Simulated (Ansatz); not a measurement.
The cluster Ca₂O₃H₂. The state is a singlet with charge 0. Geometry B3LYP-D4/def2-SVP.

```csv
atom,x (Å),y (Å),z (Å)
Ca1,-0.4990,-0.2804,1.2570
Ca2,0.0277,0.9789,-1.7490
O3,-0.1654,-1.0506,-0.9221
O4,0.3769,1.3647,0.1878
O5,1.2966,-0.7496,-0.8092
H6,-2.2920,-0.3841,2.2554
H7,1.2552,0.1212,-0.2200
```

The structure holds 1 bond(s) between oxygen atoms. Another isomer (singlet) lies 4.69 eV lower at PBE0-D4/def2-TZVP; other spin states weren't run for this one.

Problem. Estimate the orbital energies around the gap (eV) in Ansatz with PBE-D4/def2-TZVP, r2SCAN-D4/def2-TZVP, B97M-V/def2-TZVP, PBE0-D4/def2-TZVP, ωB97M-V/def2-TZVP.

Solution. 
```json
{"orbital": "HOMO−5", "PBE-D4/def2-TZVP": "-6.54", "r2SCAN-D4/def2-TZVP": "-6.78", "B97M-V/def2-TZVP": "-6.87", "PBE0-D4/def2-TZVP": "-8.10", "ωB97M-V/def2-TZVP": "-10.61"}
{"orbital": "HOMO−4", "PBE-D4/def2-TZVP": "-5.83", "r2SCAN-D4/def2-TZVP": "-5.99", "B97M-V/def2-TZVP": "-6.07", "PBE0-D4/def2-TZVP": "-7.27", "ωB97M-V/def2-TZVP": "-9.74"}
{"orbital": "HOMO−3", "PBE-D4/def2-TZVP": "-5.56", "r2SCAN-D4/def2-TZVP": "-5.76", "B97M-V/def2-TZVP": "-5.85", "PBE0-D4/def2-TZVP": "-7.01", "ωB97M-V/def2-TZVP": "-9.40"}
{"orbital": "HOMO−2", "PBE-D4/def2-TZVP": "-5.34", "r2SCAN-D4/def2-TZVP": "-5.47", "B97M-V/def2-TZVP": "-5.48", "PBE0-D4/def2-TZVP": "-6.62", "ωB97M-V/def2-TZVP": "-8.97"}
{"orbital": "HOMO−1", "PBE-D4/def2-TZVP": "-5.20", "r2SCAN-D4/def2-TZVP": "-5.36", "B97M-V/def2-TZVP": "-5.38", "PBE0-D4/def2-TZVP": "-6.49", "ωB97M-V/def2-TZVP": "-8.82"}
{"orbital": "HOMO", "PBE-D4/def2-TZVP": "-4.06", "r2SCAN-D4/def2-TZVP": "-4.19", "B97M-V/def2-TZVP": "-4.34", "PBE0-D4/def2-TZVP": "-5.11", "ωB97M-V/def2-TZVP": "-7.33"}
{"orbital": "LUMO", "PBE-D4/def2-TZVP": "-2.50", "r2SCAN-D4/def2-TZVP": "-1.87", "B97M-V/def2-TZVP": "-2.35", "PBE0-D4/def2-TZVP": "-1.96", "ωB97M-V/def2-TZVP": "-1.29"}
{"orbital": "LUMO+1", "PBE-D4/def2-TZVP": "-1.36", "r2SCAN-D4/def2-TZVP": "-0.90", "B97M-V/def2-TZVP": "-1.09", "PBE0-D4/def2-TZVP": "-0.55", "ωB97M-V/def2-TZVP": "0.07"}
{"orbital": "LUMO+2", "PBE-D4/def2-TZVP": "-0.99", "r2SCAN-D4/def2-TZVP": "-0.41", "B97M-V/def2-TZVP": "-0.84", "PBE0-D4/def2-TZVP": "-0.30", "ωB97M-V/def2-TZVP": "0.49"}
{"orbital": "LUMO+3", "PBE-D4/def2-TZVP": "-0.73", "r2SCAN-D4/def2-TZVP": "-0.19", "B97M-V/def2-TZVP": "-0.55", "PBE0-D4/def2-TZVP": "-0.09", "ωB97M-V/def2-TZVP": "0.51"}
{"orbital": "LUMO+4", "PBE-D4/def2-TZVP": "-0.62", "r2SCAN-D4/def2-TZVP": "-0.11", "B97M-V/def2-TZVP": "-0.48", "PBE0-D4/def2-TZVP": "0.11", "ωB97M-V/def2-TZVP": "1.12"}
{"orbital": "LUMO+5", "PBE-D4/def2-TZVP": "-0.47", "r2SCAN-D4/def2-TZVP": "0.06", "B97M-V/def2-TZVP": "-0.15", "PBE0-D4/def2-TZVP": "0.55", "ωB97M-V/def2-TZVP": "1.46"}
```
